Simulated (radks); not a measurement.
Excited configurations of Au: one electron is placed in a higher orbital outside [Xe] 4f14 5d10. The ground configuration is [Xe] 4f14 5d10 6s1. All-electron calculation, Dirac Kohn-Sham, PBEsol, spin-unpolarised, spherical densities, finite nucleus; open shells fill j = l - 1/2 first; Fermi nuclear charge, rms radius 5.4371 fm. Program: a radial shooting solver on a logarithmic mesh with Libxc functionals. Excitation = E - E(ground); binding = E(ion) - E, where the ion is the core of charge +1; n* = 1/sqrt(2 binding) in atomic units, and the quantum defect is n - n*.

outer orbital  excitation (eV)  binding (eV)     n*  quantum defect  eigenvalue (eV)  <r> (bohr)
5f5/2                    8.551         0.899  3.889           1.111           -0.429       17.57
6p1/2                    4.854         4.596  1.720           4.280           -2.025       4.076
6d3/2                    7.905         1.545  2.967           3.033           -0.711       10.52
6f5/2                    8.832         0.619  4.689           1.311           -0.359       29.79
7s1/2                    6.856         2.594  2.290           4.710           -1.517       8.216
7p1/2                    7.596         1.854  2.709           4.291           -1.044       10.67
7d3/2                    8.491         0.960  3.765           3.235           -0.540       19.93
7f5/2                    9.004         0.447  5.519           1.481           -0.280       44.69

The Delta-SCF ionisation energy is 9.450 eV (NIST Atomic Spectra Database: 9.226 eV, measured). Self-interaction in the functional shifts the binding energies and quantum defects, so they are the method's values and not measured ones. Spin polarisation and multiplet splitting are left out, so open shells lie too high by an amount that depends on their filling.

Beside tabulated values, note that spin-unpolarised runs miss the spin-polarisation part of the exchange energy of open shells.
